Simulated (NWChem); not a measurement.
A series in which one site is exchanged, each optimised at PBE0/def2-SVP with NWChem, gas phase unless a solvent is named. Some are not confirmed as minima by frequencies. def2 effective core potentials on Hf; no spin-orbit coupling.

A: [F][Hf]([F])([F])[F] (HfF₄; site = Hf)
B: [F][Ge]([F])([F])[F] (GeF$_{4}$; site = Ge)
C: FS(F)(F)F (SF4; site = S)
D: [Ti]([F])([F])([F])[F] (TiF$_{4}$; site = Ti)

Task: Rank them by vertical ionisation energy, ΔSCF, PBE0/def2-SVP (eV), lowest first.

Result: C (12.65), A (14.46), D (14.94), B (15.19)
